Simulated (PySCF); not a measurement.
Choosing a molecule for a target property.

All species are isolated and taken at one optimised geometry, non-relativistic unless stated; the electronic structure was computed with PySCF and density fitting.

The conformers computed, where there is a choice (atom-mapped SMILES and torsion angles):
- `[CH2:1]=[CH:2][CH2:3][C:4]1([CH2:5][F:6])[CH2:7][CH2:8]1`: C1–C2–C3–C4 -123°, C2–C3–C4–C5 65°, C3–C4–C5–F6 -179°
- `[CH2:1]=[CH:2][C@@H:3]1[CH2:4][C@:5]1([CH2:6][CH3:7])[C:8](=[O:9])[F:10]`: C1–C2–C3–C4 -156°, C4–C5–C6–C7 -80°, C4–C5–C8–O9 166°
- `[CH:1]#[C:2][P:3]([CH3:4])/[CH:5]=[CH:6]\[P@@H:7](=[S:8])[C:9]#[CH:10]`: C2–P3–C5–C6 93°, C5–C6–P7–S8 82°
- `[CH3:1][P:2]([CH3:3])/[P:4]=[CH:5]\[C:6]([CH3:7])([CH3:8])[CH3:9]`: C1–P2–P4–C5 147°, P4–C5–C6–C7 57°
- `[CH2:1]=[CH:2][CH2:3][Si@@H:4]([Cl:5])[S:6][C:7]([CH3:8])=[S:9]`: C1–C2–C3–Si4 112°, C2–C3–Si4–Cl5 55°, C3–Si4–S6–C7 -65°, Si4–S6–C7–C8 -176°
- `[CH3:1][C:2]1=[CH:3][S:4][SiH2:5][Si@@:6]1([SiH3:7])[PH2:8]`: H–P8–Si6–Si5 -80°, H–P8–Si6–Si5 -172°

(1) Wanted: smallest rotational constant between 0.5 GHz and 1 GHz (GFN2-xTB) and HOMO energy below -6.4 eV (PBE0/pcSseg-1), at GFN2-xTB geometries. Which candidate meets both?
A. `CP(C)/P=C\C(C)(C)C`
B. `P(/C=C\[P@@H](=S)C#C)(C)C#C`
C. `C=C[C@@H]1C[C@]1(CC)C(=O)F`
D. `C=CCC1(CF)CC1`

(2) Wanted: dipole moment between 1.7 D and 3 D (PBE0/pcSseg-1) and HOMO–LUMO gap above 5 eV (PBE0/pcSseg-1), at GFN2-xTB geometries. Which candidate meets both?
A. `C=C[C@@H]1C[C@]1(CC)C(=O)F`
B. `C=CC[Si@@H](Cl)SC(C)=S`
C. `CC1=CS[SiH2][Si@@]1([SiH3])P`
D. `CP(C)/P=C\C(C)(C)C`
E. `C(#C)P(/C=C\[P@@H](=S)C#C)C`
F. `C=CCC1(CF)CC1`

Results:

(1) C. Computed values:
```csv
species,smallest rotational constant,HOMO energy
P(/C=C\[P@@H](=S)C#C)(C)C#C,0.446 GHz,-6.52 eV
CP(C)/P=C\C(C)(C)C,0.648 GHz,-6.22 eV
C=C[C@@H]1C[C@]1(CC)C(=O)F,0.830 GHz,-7.37 eV
C=CCC1(CF)CC1,1.107 GHz,-7.63 eV
```

(2) C. Computed values:
| species | dipole moment | HOMO–LUMO gap |
| --- | --- | --- |
| CP(C)/P=C\C(C)(C)C | 0.67 D | 4.62 eV |
| C=CCC1(CF)CC1 | 1.61 D | 7.89 eV |
| C=CC[Si@@H](Cl)SC(C)=S | 1.80 D | 4.41 eV |
| CC1=CS[SiH2][Si@@]1([SiH3])P | 2.01 D | 5.35 eV |
| C=C[C@@H]1C[C@]1(CC)C(=O)F | 3.35 D | 6.79 eV |
| C(#C)P(/C=C\[P@@H](=S)C#C)C | 4.65 D | 4.85 eV |
